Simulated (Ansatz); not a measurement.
A short molecular-dynamics run on C₃H₁₀AlFO (`C[OH+][Al-]([CH3])([CH3])[F]`).

```yaml
crystal:
  periodic: [false, false, false]
  atoms:
    - {symbol: C, position_ang: [1.416101, -1.637743, 0.219678]}
    - {symbol: O, position_ang: [1.056944, -0.404251, 0.845813]}
    - {symbol: Al, position_ang: [-0.231583, 0.927768, 0.114252]}
    - {symbol: C, position_ang: [-0.243577, 0.537800, -1.808461]}
    - {symbol: C, position_ang: [-1.841618, 0.715179, 1.200734]}
    - {symbol: F, position_ang: [0.842701, 2.142580, 0.594697]}
    - {symbol: H, position_ang: [0.492192, -2.189045, 0.060081]}
    - {symbol: H, position_ang: [1.902802, -1.461096, -0.740627]}
    - {symbol: H, position_ang: [2.067629, -2.208544, 0.881818]}
    - {symbol: H, position_ang: [1.834377, 0.129853, 1.053008]}
    - {symbol: H, position_ang: [-0.666277, -0.446701, -2.038428]}
    - {symbol: H, position_ang: [0.752404, 0.584166, -2.261333]}
    - {symbol: H, position_ang: [-0.861907, 1.266758, -2.343415]}
    - {symbol: H, position_ang: [-2.300161, -0.270551, 1.065236]}
    - {symbol: H, position_ang: [-1.637760, 0.838349, 2.268632]}
    - {symbol: H, position_ang: [-2.605268, 1.452877, 0.932713]}
basis:
  gaussian: {orbitals: "6-31G*"}
hamiltonian: {xc: {name: BLYP}}
md: {timestep: 1 fs, n_steps: 20, ensemble: nvt_langevin, temperature: 1500, initial_velocities: maxwell_boltzmann, friction: 0.01, seed: 831}
```

```sh
$ ansatz run in.yaml --threads 4 --pin off --events-out ev --progress --plain --max-ram 11315MiB
```

```tsv
step	time (fs)	potential energy (eV)	kinetic (eV)	T (K)	conserved (eV)
0	0.0	-14634.2759	2.9083	1406	–
1	1.0	-14634.1088	2.7344	1322	–
2	2.0	-14633.5983	2.3395	1131	–
3	3.0	-14633.1133	1.9591	947	–
4	4.0	-14632.8842	1.5892	768	–
5	5.0	-14632.9667	1.7591	851	–
6	6.0	-14633.1468	2.1043	1017	–
7	7.0	-14633.0935	2.0724	1002	–
8	8.0	-14632.7912	1.8800	909	–
9	9.0	-14632.6313	1.8119	876	–
10	10.0	-14632.9477	1.9353	936	–
11	11.0	-14633.4566	2.3775	1150	–
12	12.0	-14633.5284	2.5120	1215	–
13	13.0	-14633.1780	2.2454	1086	–
14	14.0	-14632.8192	1.9535	945	–
15	15.0	-14632.6694	2.0123	973	–
16	16.0	-14632.7276	2.0485	991	–
17	17.0	-14632.9659	2.2154	1071	–
18	18.0	-14633.1704	2.5701	1243	–
19	19.0	-14632.9021	2.3080	1116	–
20	20.0	-14632.3793	1.9662	951	–
```

Velocities are drawn at the set temperature; a run this short doesn't reach equilibrium.

Frames (Å, forces in eV/Å):

```xyz
16
time=0.0 fs
C     1.416   -1.638    0.220    0.207   -0.460   -0.262
O     1.057   -0.404    0.846   -0.690   -0.051    0.435
Al   -0.232    0.928    0.114   -0.359   -0.004   -0.192
C    -0.244    0.538   -1.808   -0.010    0.024    0.066
C    -1.842    0.715    1.201    0.042    0.016   -0.024
F     0.843    2.143    0.595    0.399    0.437    0.167
H     0.492   -2.189    0.060   -0.285   -0.167   -0.039
H     1.903   -1.461   -0.741    0.178    0.011   -0.331
H     2.068   -2.209    0.882    0.222   -0.216    0.204
H     1.834    0.130    1.053    0.676    0.536    0.175
H    -0.666   -0.447   -2.038   -0.122   -0.309   -0.106
H     0.752    0.584   -2.261    0.310    0.004   -0.180
H    -0.862    1.267   -2.343   -0.182    0.226   -0.186
H    -2.300   -0.271    1.065   -0.169   -0.310   -0.013
H    -1.638    0.838    2.269    0.035    0.030    0.352
H    -2.605    1.453    0.933   -0.250    0.234   -0.068
16
time=2.0 fs
C     1.359   -1.629    0.239    3.630   -2.845   -0.261
O     1.060   -0.398    0.836    1.427    2.294    0.992
Al   -0.209    0.906    0.106   -0.545    0.503    0.171
C    -0.267    0.537   -1.793    1.153    1.778   -1.833
C    -1.817    0.719    1.203   -1.582   -1.355    0.971
F     0.830    2.165    0.594    0.321    0.122    0.029
H     0.457   -2.282    0.135    0.358    0.830   -0.154
H     2.008   -1.531   -0.750   -1.603   -0.098    1.443
H     2.093   -2.209    0.987   -1.388    0.840   -1.313
H     1.913    0.204    1.017   -1.987   -1.449   -0.477
H    -0.668   -0.402   -2.113   -0.404   -1.173   -0.231
H     0.715    0.685   -2.371   -0.568   -0.465    0.830
H    -0.868    1.297   -2.368   -0.145   -0.251    0.610
H    -2.329   -0.340    1.093    0.902    1.441    0.135
H    -1.626    0.822    2.335   -0.287    0.067   -1.264
H    -2.664    1.411    0.908    0.718   -0.239    0.352
16
time=4.0 fs
C     1.308   -1.627    0.254    4.754   -4.073    0.157
O     1.066   -0.385    0.833    1.042    2.666    0.683
Al   -0.188    0.889    0.101   -0.818    1.037    0.408
C    -0.285    0.540   -1.787    0.920    2.008   -3.080
C    -1.796    0.721    1.210   -2.022   -1.771    0.930
F     0.818    2.189    0.596    0.251   -0.193   -0.114
H     0.413   -2.348    0.193    0.854    1.628   -0.159
H     2.047   -1.616   -0.721   -2.302    0.206    1.663
H     2.076   -2.166    1.057   -1.784    0.690   -1.692
H     1.919    0.236    0.964   -1.921   -1.650   -0.372
H    -0.661   -0.390   -2.186   -0.272   -0.910   -0.004
H     0.633    0.780   -2.449   -0.157   -0.799    1.212
H    -0.875    1.311   -2.394   -0.394   -0.450    1.161
H    -2.315   -0.363    1.115    1.147    1.715    0.161
H    -1.620    0.834    2.347   -0.286    0.080   -1.376
H    -2.684    1.366    0.898    0.989   -0.183    0.422
16
time=6.0 fs
C     1.270   -1.633    0.272    4.160   -3.748    0.606
O     1.074   -0.366    0.827   -1.572    0.979    0.127
Al   -0.170    0.873    0.093   -1.219    1.682    0.766
C    -0.300    0.548   -1.789    0.161    0.629   -3.617
C    -1.783    0.718    1.224   -0.932   -1.285   -0.092
F     0.807    2.211    0.598    0.136   -0.508   -0.299
H     0.386   -2.344    0.229    0.470    1.516   -0.166
H     1.994   -1.690   -0.639   -1.796    0.520    0.625
H     1.990   -2.107    1.057   -1.127   -0.084   -0.907
H     1.858    0.201    0.897    0.818    0.100    0.069
H    -0.677   -0.403   -2.253    0.211    0.170    0.627
H     0.544    0.845   -2.486    0.694   -0.863    1.005
H    -0.892    1.301   -2.392   -0.903   -0.124    1.199
H    -2.246   -0.315    1.141    0.523    0.329    0.060
H    -1.634    0.850    2.312    0.030    0.244   -0.103
H    -2.663    1.312    0.903    0.344    0.443    0.102
16
time=8.0 fs
C     1.246   -1.651    0.292    0.264   -0.949    0.870
O     1.078   -0.346    0.814   -3.941   -1.204   -0.155
Al   -0.155    0.857    0.081   -1.518    2.250    1.064
C    -0.321    0.558   -1.802   -0.322   -0.832   -2.674
C    -1.774    0.707    1.235    1.553   -0.091   -0.868
F     0.797    2.233    0.599   -0.009   -0.813   -0.500
H     0.359   -2.280    0.262   -0.637    0.607   -0.191
H     1.875   -1.756   -0.538    0.463    0.504   -2.426
H     1.861   -2.050    1.017    1.386   -1.920    2.135
H     1.830    0.171    0.837    3.711    2.029    0.211
H    -0.707   -0.398   -2.306    0.485    0.594    0.958
H     0.474    0.884   -2.478    1.618   -0.583    0.225
H    -0.934    1.283   -2.338   -1.556    0.666    0.683
H    -2.167   -0.264    1.176   -0.611   -2.280   -0.123
H    -1.651    0.874    2.275    0.434    0.486    1.474
H    -2.607    1.264    0.920   -1.321    1.535   -0.683
16
time=10.0 fs
C     1.227   -1.676    0.313   -1.929    1.038    1.880
O     1.072   -0.326    0.804    0.689    0.466   -0.165
Al   -0.145    0.848    0.071   -1.626    2.618    1.003
C    -0.346    0.562   -1.825    0.014   -0.553   -1.567
C    -1.759    0.700    1.243    1.600    0.097   -1.189
F     0.788    2.252    0.602   -0.089   -1.006   -0.657
H     0.291   -2.188    0.297   -1.146   -0.054   -0.128
H     1.757   -1.810   -0.524    1.856    0.160   -4.105
H     1.787   -2.060    1.052    2.137   -2.377    2.956
H     1.912    0.211    0.789   -0.179   -0.383    0.131
H    -0.727   -0.359   -2.329    0.336   -0.162    0.621
H     0.458    0.907   -2.470    1.366   -0.331   -0.065
H    -1.025    1.269   -2.266   -1.458    0.997    0.357
H    -2.097   -0.292    1.202   -0.762   -2.178   -0.022
H    -1.651    0.923    2.266    0.575    0.456    1.784
H    -2.586    1.266    0.924   -1.384    1.212   -0.834
16
time=12.0 fs
C     1.204   -1.694    0.332    0.391   -1.009    1.692
O     1.064   -0.309    0.790    3.502    0.530   -0.056
Al   -0.139    0.844    0.062   -1.668    2.864    0.678
C    -0.369    0.563   -1.856    0.221    1.870   -0.633
C    -1.740    0.694    1.249   -0.582   -0.651   -0.078
F     0.785    2.268    0.603   -0.202   -1.182   -0.778
H     0.169   -2.110    0.317    0.545    0.228   -0.015
H     1.700   -1.840   -0.641   -0.049    0.390    0.069
H     1.793   -2.158    1.189   -0.544   -0.115   -1.149
H     1.984    0.239    0.762   -2.218   -1.406    0.198
H    -0.722   -0.314   -2.339   -0.238   -1.632   -0.256
H     0.489    0.924   -2.457    0.267   -0.208    0.068
H    -1.150    1.290   -2.194    0.030    0.072    0.437
H    -2.061   -0.403    1.238   -0.100    0.917    0.105
H    -1.617    0.979    2.317    0.255   -0.155   -0.269
H    -2.608    1.318    0.898    0.390   -0.512   -0.013
16
time=14.0 fs
C     1.176   -1.712    0.352    0.179   -1.349    0.459
O     1.065   -0.289    0.775    3.361   -1.030    0.164
Al   -0.136    0.846    0.052   -1.742    3.015    0.478
C    -0.388    0.574   -1.888   -0.429    1.867   -0.232
C    -1.725    0.688    1.258   -1.408   -0.618    0.784
F     0.783    2.283    0.603   -0.337   -1.309   -0.874
H     0.063   -2.018    0.341    1.689    0.024    0.042
H     1.630   -1.861   -0.764   -0.734    0.429    2.641
H     1.775   -2.263    1.281   -1.355    1.036   -2.651
H     1.974    0.191    0.749   -1.307   -0.689    0.205
H    -0.732   -0.341   -2.346   -0.019   -0.903   -0.070
H     0.532    0.923   -2.437   -0.713   -0.055    0.015
H    -1.278    1.303   -2.112    1.450   -0.683    0.119
H    -2.030   -0.488    1.307    0.063    2.421   -0.055
H    -1.575    1.029    2.368   -0.049   -0.584   -1.651
H    -2.626    1.363    0.867    1.352   -1.573    0.625
16
time=16.0 fs
C     1.148   -1.736    0.372   -0.771   -0.398   -0.427
O     1.080   -0.271    0.758    0.515   -3.240    0.394
Al   -0.132    0.857    0.044   -1.723    2.897    0.384
C    -0.409    0.595   -1.924   -1.231   -0.099    0.430
C    -1.712    0.676    1.275   -0.739   -0.304    0.751
F     0.781    2.296    0.599   -0.407   -1.287   -0.908
H     0.012   -1.919    0.364    1.611   -0.548    0.103
H     1.530   -1.870   -0.788   -0.453    0.241    2.977
H     1.705   -2.328    1.269   -1.104    1.225   -2.353
H     1.946    0.099    0.748    2.053    1.078    0.161
H    -0.737   -0.414   -2.348    0.465    0.947    0.517
H     0.543    0.923   -2.406   -0.848    0.253   -0.438
H    -1.361    1.291   -2.033    1.918   -0.770   -0.468
H    -1.991   -0.469    1.375   -0.163    1.910   -0.216
H    -1.538    1.045    2.365   -0.065   -0.500   -1.508
H    -2.585    1.340    0.868    0.941   -1.406    0.603
16
time=18.0 fs
C     1.120   -1.759    0.391   -2.212    1.904   -1.217
O     1.099   -0.264    0.746    0.713   -3.269    0.576
Al   -0.131    0.870    0.040   -1.429    2.526    0.280
C    -0.436    0.620   -1.963   -1.025   -1.505    1.469
C    -1.694    0.661    1.299    0.633    0.595   -0.680
F     0.780    2.303    0.593   -0.429   -1.165   -0.886
H     0.011   -1.828    0.401    0.425   -1.110    0.085
H     1.428   -1.864   -0.686    0.306   -0.141    1.015
H     1.592   -2.353    1.166    0.393   -0.039    0.117
H     1.987    0.048    0.766    2.014    1.109    0.158
H    -0.735   -0.441   -2.340    0.468    1.507    0.574
H     0.519    0.923   -2.408   -0.490    0.603   -0.797
H    -1.383    1.260   -1.978    1.320   -0.197   -0.945
H    -1.966   -0.379    1.425   -0.694   -0.664   -0.092
H    -1.519    1.041    2.307    0.326    0.233    0.316
H    -2.514    1.277    0.887   -0.318   -0.388    0.029
16
time=20.0 fs
C     1.085   -1.780    0.403   -3.646    5.305    0.453
O     1.121   -0.266    0.731    3.464   -2.173    0.816
Al   -0.132    0.886    0.037   -1.026    1.962    0.164
C    -0.465    0.641   -2.000    0.194   -1.657    2.510
C    -1.674    0.647    1.322    2.982   -0.071   -1.839
F     0.780    2.309    0.584   -0.447   -1.026   -0.824
H     0.031   -1.781    0.444   -1.709   -1.220    0.027
H     1.351   -1.870   -0.549    1.727   -0.712   -4.330
H     1.478   -2.380    1.078    2.453   -2.599    3.623
H     2.079    0.039    0.774   -0.956    0.071   -0.025
H    -0.707   -0.401   -2.321   -0.007    0.435    0.178
H     0.477    0.929   -2.433    0.077    0.951   -1.020
H    -1.375    1.235   -1.968   -0.031    0.714   -1.118
H    -1.988   -0.318    1.486   -1.100   -2.795    0.196
H    -1.489    1.048    2.254    0.805    1.212    2.475
H    -2.420    1.206    0.906   -2.780    1.604   -1.286
```

Hardware: 4 threads of an Arm Neoverse V1 on a shared host. Wall time 38 s, peak host memory 0.17 GiB.
